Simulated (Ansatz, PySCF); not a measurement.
Ga(SH)3 (GaH₃S₃), SMILES [SH][Ga]([SH])[SH]. Atoms are numbered in the order given.

```xyz
7

Ga    -0.0077    -0.0030     0.0000
S     -1.4108     1.6872     0.0000
H     -0.4265     2.6135     0.0000
S      2.1595     0.3963     0.0000
H      2.5109    -0.9080     0.0000
S     -0.8758    -2.0247     0.0000
H      0.3215    -2.6500     0.0000
```

Coordinates come from a PBE0-D3(BJ)/def2-SVP optimisation. The structure was generated by enumeration; whether it is a known compound was not checked. The values are those of a single conformer.

Two levels are set side by side: PBE-D3(BJ)/def2-SVP (Ansatz, a first-principles code) and PBE0-D3(BJ)/def2-SVP (Ansatz). Each level has its own optimised geometry; the coordinates shown are those of the second. Frequencies come from the Hessian of PySCF at each geometry. Differences are taken from unrounded values.

| quantity | PBE0-D3(BJ) | PBE-D3(BJ) | PBE-D3(BJ) minus PBE0-D3(BJ) |
|---|---|---|---|
| mean bond length (Å) | 1.776 | 1.791 | 0.016 |
| bond Ga1–S2 (Å) | 2.197 | 2.216 | 0.019 |
| bond Ga1–S4 (Å) | 2.204 | 2.223 | 0.020 |
| bond Ga1–S6 (Å) | 2.200 | 2.219 | 0.019 |
| bond S2–H3 (Å) | 1.352 | 1.363 | 0.012 |
| bond S4–H5 (Å) | 1.351 | 1.363 | 0.012 |
| bond S6–H7 (Å) | 1.351 | 1.363 | 0.012 |
| highest harmonic wavenumber (cm⁻¹) | 2722 | 2621 | -100 |
| mean harmonic wavenumber (cm⁻¹) | 826 | 793 | -33 |
| zero-point energy (kcal/mol) | 17.71 | 17.01 | -0.70 |

GGA bonds tend to be longer and softer than those of functionals with exact exchange. Differences between two approximate levels are no errors against the true value.
